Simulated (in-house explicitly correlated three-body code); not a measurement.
Computed with an exponentially correlated three-body code. Model: two electrons around a point charge, non-relativistic, variational in 260 exponentially correlated functions (energies converged to about 1e-7 hartree, or 1e-8 relative for large Z).

For two electrons in a singlet the Kohn-Sham orbital is the square root of half the density, so the exact Kohn-Sham potential and energy parts follow from the density alone, and exchange is minus half the Hartree energy. The Kohn-Sham level equals minus the binding energy of the second electron.

Command:
```bash
python run_hyl.py task.json out
```
Settings (lengths in bohr, energies in hartree):
```
Z                      2.84
interaction_strength   1
functions              260
states_tried           13
```

Run time, properties included: 31 s on 1 thread of Intel(R) Xeon(R) Platinum 8488C (Sapphire Rapids), with other jobs on the host.

**Converged states only, values per electron or pair.**

Given: nuclear charge 2.84.

| term | mean r (bohr) | mean r squared (bohr²) | mean inverse r (1/bohr) | mean r12 (bohr) | mean inverse r12 (1/bohr) | mean cosine | mean p1 dot p2 (bohr⁻²) | delta r1 (bohr⁻³) | delta r12 (bohr⁻³) |
| --- | --- | --- | --- | --- | --- | --- | --- | --- | --- |
| 1 1S | 0.61016 | 0.5072 | 2.528 | 0.92026 | 1.4681 | -0.046011 | 0.26804 | 5.7385 | 0.43382 |
| 2 3S | 1.5982 | 4.3364 | 1.6805 | 2.745 | 0.43143 | -0.013132 | 0.015906 | 3.8607 | - |
| 2 1S | 1.77 | 5.4685 | 1.6597 | 3.0704 | 0.43963 | -0.014825 | 0.019738 | 3.8227 | 0.05029 |
| 2 3P | 1.5304 | 4.0635 | 1.6605 | 2.6268 | 0.4711 | -0.052781 | -0.25567 | 3.5931 | - |
| 2 1P | ? | ? | ? | ? | ? | ? | ? | ? | ? |
| 3 3S | 3.4808 | 23.689 | 1.5307 | 6.4642 | 0.19829 | -0.003861 | 0.0043377 | 3.703 | - |
| 3 1S | ? | ? | ? | ? | ? | ? | ? | ? | ? |
| 3 3P | 3.5229 | 24.701 | 1.5253 | 6.5528 | 0.20719 | -0.014228 | -0.066489 | 3.6316 | - |
| 3 1P | 3.695 | 27.295 | 1.5213 | 6.8857 | 0.20269 | 0.002336 | 0.06144 | 3.6475 | 0.0024722 |
| 4 3S | 6.1786 | 78.895 | 1.481 | 11.846 | 0.1128 | -0.0015943 | 0.0017521 | 3.6687 | - |
| 4 1S | 6.5285 | 88.49 | 1.4787 | 12.543 | 0.11316 | -0.0019491 | 0.0023842 | 3.6663 | 0.0061028 |
| 4 3P | 6.33 | 83.719 | 1.4788 | 12.15 | 0.11609 | -0.0057774 | -0.02664 | 3.6399 | - |
| 4 1P | 6.5592 | 90.067 | 1.4771 | 12.604 | 0.11432 | 0.00096983 | 0.025854 | 3.6464 | 0.0010899 |

Q: What belongs in the row 2 1P?

A: mean r (bohr): 1.6468; mean r squared (bohr²): 4.7646; mean inverse r (1/bohr): 1.6467; mean r12 (bohr): 2.8167; mean inverse r12 (1/bohr): 0.45267; mean cosine: 0.0080121; mean p1 dot p2 (bohr⁻²): 0.20711; delta r1 (bohr⁻³): 3.6532; delta r12 (bohr⁻³): 0.0072719.

Q: What belongs in the row 3 1S?

A: mean r (bohr): 3.7408; mean r squared (bohr²): 27.644; mean inverse r (1/bohr): 1.5251; mean r12 (bohr): 6.9797; mean inverse r12 (1/bohr): 0.19964; mean cosine: -0.0045917; mean p1 dot p2 (bohr⁻²): 0.0057266; delta r1 (bohr⁻³): 3.6956; delta r12 (bohr⁻³): 0.014652.

**Electric-dipole lines between converged S and P states, rate of the upper state's decay.**

```csv
s state,p state,p minus s (eV),oscillator strength from s,rate (1/s)
1 1S,2 1P,54.285,0.43551,1.8563e+10
1 1S,3 1P,60.578,0.1067,5.6636e+09
1 1S,4 1P,62.79,0.042262,2.41e+09
2 1S,2 1P,1.1799,0.22843,4.5994e+06
2 1S,3 1P,7.4725,0.24564,1.9839e+08
2 1S,4 1P,9.6847,0.070438,9.5558e+07
3 1S,2 1P,-5.9572,-0.099139,1.5266e+08
3 1S,3 1P,0.33543,0.38848,632230
3 1S,4 1P,?,?,?
4 1S,2 1P,-8.3655,-0.019437,5.9023e+07
4 1S,3 1P,-2.0729,-0.21439,3.9976e+07
4 1S,4 1P,0.13929,0.53659,150580
2 3S,2 3P,2.0853,0.33125,2.0835e+07
2 3S,3 3P,8.9472,0.17231,1.9952e+08
2 3S,4 3P,11.301,0.054141,1.0001e+08
3 3S,2 3P,-6.3209,-0.12481,2.1639e+08
3 3S,3 3P,0.541,0.5513,2.3339e+06
3 3S,4 3P,2.8945,0.16974,2.0569e+07
4 3S,2 3P,-8.9988,-0.022517,7.912e+07
4 3S,3 3P,?,?,?
4 3S,4 3P,0.21666,0.75601,513310
```

Q: What belongs in the row 3 1S 4 1P?

A: p minus s (eV): 2.5477; oscillator strength from s: 0.2517; rate (1/s): 2.363e+07.

Q: What belongs in the row 4 3S 3 3P?

A: p minus s (eV): -2.1369; oscillator strength from s: -0.27047; rate (1/s): 5.3591e+07.

**Exact Kohn-Sham parts of the ground state from its density.**

Computed: total energy -6.44537086 hartree; Kohn-Sham kinetic 6.4059 hartree; exchange energy -1.5509 hartree; DFT correlation energy -0.043348 hartree; kinetic part of the DFT correlation energy 0.039461 hartree; exact minus restricted Hartree-Fock -0.043328 hartree; Kohn-Sham level -65.649 eV; restricted Hartree-Fock level -65.994 eV; dipole polarisability 0.24847 bohr³; C6 of two such species 0.11447 hartree·bohr⁶.

Q: What is the potential part of the DFT correlation energy?

A: -0.082809 hartree.

Q: What is the Hartree energy?

A: 3.1018 hartree.

**Functionals on the exact density and self-consistent, errors are functional minus exact, hybrids only self-consistent, a dash where a self-consistent run leaves the top level unbound.**

| result | exchange error (millihartree) | correlation error (millihartree) | functional driven error (millihartree) | density driven error (millihartree) | self consistent total error (millihartree) | top level plus exact binding (eV) |
| --- | --- | --- | --- | --- | --- | --- |
| HSE06 | - | - | - | - | 13.992 | 10.796 |
| SCAN | -4.6592 | 3.3021 | -1.3572 | -0.28952 | -1.6467 | 12.822 |
| LDA PW92 | 216.57 | -88.23 | 128.34 | -2.021 | 126.32 | 14.931 |
| PW91 | 18.595 | -6.6107 | 11.984 | -1.1477 | 10.837 | 14.036 |
| TPSS | -4.2808 | -2.0365 | -6.3173 | -0.2905 | -6.6078 | 13.241 |
| PBE0 | - | - | - | - | 15.957 | 10.394 |
| M06-L | -17.764 | -1.1205 | -18.885 | -2.2834 | -21.168 | 12.682 |
| OLYP | 3.123 | -3.8253 | -0.70231 | -1.4398 | -2.1421 | 14.022 |
| B3LYP VWN-RPA | - | - | - | - | -7.283 | 10.785 |
| BP86 | ? | ? | ? | ? | ? | ? |
| revTPSS | ? | ? | ? | ? | ? | ? |
| LDA VWN5 | 216.57 | -88.849 | 127.72 | -2.0098 | 125.71 | 14.922 |
| PBE | 23.31 | -1.0592 | 22.251 | -1.1088 | 21.142 | 14.212 |
| BLYP | 5.0447 | -3.8253 | 1.2194 | -1.4671 | -0.24767 | 13.929 |

Q: What belongs in the row BP86?

A: exchange error (millihartree): 5.0447; correlation error (millihartree): -1.6236; functional driven error (millihartree): 3.4211; density driven error (millihartree): -0.71661; self consistent total error (millihartree): 2.7045; top level plus exact binding (eV): 14.067.

Q: What belongs in the row revTPSS?

A: exchange error (millihartree): -3.7272; correlation error (millihartree): -4.8201; functional driven error (millihartree): -8.5473; density driven error (millihartree): -0.17938; self consistent total error (millihartree): -8.7267; top level plus exact binding (eV): 12.993.

The density-driven part is never positive, since each functional's own density lowers its energy. Here it is small beside the functional-driven part (median ratio 0.096), the normal case. The correlation energy of density-functional theory lies 0.02 millihartree below exact minus Hartree-Fock, because the Hartree-Fock density, unlike the exact one, minimises the Hartree-Fock energy.
